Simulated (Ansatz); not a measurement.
This geometry of BClH₅NSi (9 atoms, charge 0, multiplicity 1) is a first-order saddle point.

Computed with RKS PBE0/def2-SVP (Ansatz 0.2.0).

```xyz
9
Properties=species:S:1:pos:R:3
B -0.395 1.524 0.193
N 0.390 0.381 0.396
Si 0.037 -1.165 -0.349
Cl 1.473 -2.492 0.325
H -1.373 1.439 -0.519
H -0.093 2.571 0.717
H 1.212 0.449 0.990
H -1.301 -1.666 0.060
H 0.139 -1.088 -1.830
```

**Question.** Which two structures does it join? (They come from a converged band through this point; their orientation in space is the band's.)

**Answer.** No bond is made or broken. The dihedral B1–N2–Si3–H8 goes from -135 to 14°. The two ends are copies of one structure, up to a mirror image or an exchange of like atoms.

Initial state:

```xyz
9
Properties=species:S:1:pos:R:3
B -0.115 1.581 0.038
N -0.038 0.293 0.597
Si -0.023 -1.213 -0.288
Cl 1.857 -2.078 -0.233
H -0.193 1.697 -1.164
H -0.106 2.548 0.764
H 0.036 0.232 1.609
H -0.948 -2.182 0.356
H -0.382 -0.923 -1.696
```

Final state:

```xyz
9
Properties=species:S:1:pos:R:3
B -0.469 1.413 0.536
N 0.432 0.515 -0.064
Si 0.106 -1.153 -0.464
Cl 1.061 -2.435 0.853
H -1.587 1.034 0.799
H -0.116 2.545 0.772
H 1.367 0.862 -0.263
H -1.357 -1.371 -0.372
H 0.651 -1.456 -1.814
```

**Question.** How far does it lie above each of them?

**Answer.** 0.055 eV above the first and 0.054 eV above the second. This is the barrier of this one path; another mechanism may lie lower.

The run took 94 s on 1 thread of AMD EPYC 9R45 96-Core Processor (Zen 5), on a shared host, peak memory 0.21 GiB.
